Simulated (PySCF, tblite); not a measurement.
Isomers of CH9FSi3, one GFN2-xTB conformer each. Single-point energies are computed at PBE0/pcSseg-1 (PySCF, gas phase, no added dispersion term), electronic only.

Question: Rank them by PBE0/pcSseg-1 energy, lowest first (kcal/mol).
A. `FC([SiH3])([SiH3])[SiH3]`
B. `C[Si](F)([SiH3])[SiH3]`

Answer: B (0.0), A (59.9).

As drawn, the lower has an Si–F bond and an Si–Si bond, which the higher lacks. GFN2-xTB itself gives, in the same order: 0.0, 35.1. Both levels put the same isomer lowest.

Question: Which frontier levels, dipoles and rotational constants go with these structures?

Answer: 
```tsv
SMILES	HOMO (eV, PBE0/pcSseg-1)	LUMO (eV)	dipole (D)	A, B, C (MHz)
C[Si](F)([SiH3])[SiH3]	-8.11	-0.92	1.61	2564, 1476, 1276
FC([SiH3])([SiH3])[SiH3]	-8.31	-0.05	1.45	2099, 2098, 1461
```

Question: What happens when harmonic zero-point energies from GFN2-xTB frequencies are added?

Answer: 
| SMILES | ZPE (kcal/mol) | electronic (kcal/mol) | with ZPE (kcal/mol) |
| --- | --- | --- | --- |
| C[Si](F)([SiH3])[SiH3] | 54.5 | 0.0 | 0.0 |
| FC([SiH3])([SiH3])[SiH3] | 50.0 | 59.9 | 55.3 |

The zero-point energies span 4.5 kcal/mol. The order is unchanged.
